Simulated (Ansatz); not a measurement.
## The HOMO–LUMO gap down a group: Cl to I

One atom is swapped for its congeners: B(CH3)Cl; B(CH3)Br; B(CH3)I. All are doublets with charge 0.

Shapes, held fixed at every level: PBE0-D4/def2-TZVP. Programs: Ansatz 0.2.0. Values in eV.

| level | B(CH3)Cl | B(CH3)Br | B(CH3)I |
| --- | --- | --- | --- |
| SPW92/def2-TZVPP | 1.59 | 1.56 | 1.45 |
| r2SCAN-D4/def2-TZVPP | 2.63 | 2.51 | 2.30 |
| PBE0-D4/def2-TZVPP | 4.27 | 4.11 | 3.83 |
| r2SCAN0-D4/def2-TZVPP | 4.70 | 4.53 | 4.23 |
| wB97M-V/def2-TZVPP | 7.70 | 7.59 | 7.36 |
| wB97X-V/def2-TZVPP | 8.30 | 8.17 | 7.91 |

At wB97X-V/def2-TZVPP the HOMO–LUMO gap falls at every step, from 8.30 to 7.91 eV. Every level shows the same order. Open shells run unrestricted unless RO is named. For atoms past krypton def2 sets carry core potentials with scalar relativity. Relativity is left out for Br unless named. Orbital gaps aren't excitation energies, and the LUMO depends on the basis.
